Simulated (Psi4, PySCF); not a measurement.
Here is a job for PySCF.
```python
from pyscf import gto, scf, cc

mol = gto.M(
    atom='''
C     0.04979000   -0.68414400    0.00000000
C     1.52274800   -0.28696800    0.00000000
C    -0.84283900    0.54112100    0.00000000
H    -0.17910800   -1.29391700    0.87920100
H    -0.17910800   -1.29391700   -0.87920100
Cl   -2.57564900    0.09794300    0.00000000
H     1.77204300    0.30590400   -0.88473000
H     1.77204300    0.30590400    0.88473000
H    -0.66995800    1.15403600    0.88646000
H    -0.66995800    1.15403600   -0.88646000
''',
    basis='sto-3g',
    charge=-1,
    verbose=3,
)

mf = scf.RHF(mol)
mf.kernel()

mycc = cc.CCSD(mf, frozen=8)
mycc.kernel()
et = mycc.ccsd_t()
print('E(CCSD(T)) = %.10f' % (mycc.e_tot + et))
```

Convert this to an input for Psi4.

This is not unique; one that fits is 
```
memory 2 GB

molecule {
-1 1
  C     0.04979000   -0.68414400    0.00000000
  C     1.52274800   -0.28696800    0.00000000
  C    -0.84283900    0.54112100    0.00000000
  H    -0.17910800   -1.29391700    0.87920100
  H    -0.17910800   -1.29391700   -0.87920100
  Cl   -2.57564900    0.09794300    0.00000000
  H     1.77204300    0.30590400   -0.88473000
  H     1.77204300    0.30590400    0.88473000
  H    -0.66995800    1.15403600    0.88646000
  H    -0.66995800    1.15403600   -0.88646000
}

set basis sto-3g
set freeze_core true
set mp2_type conv
set scf_type pk
set puream true
set d_convergence 1e-8

energy('ccsd(t)')
print_variables()
```

Both were run: PySCF gave -570.229046 Eh and Psi4 -570.229046 Eh, 0.000 mEh apart.
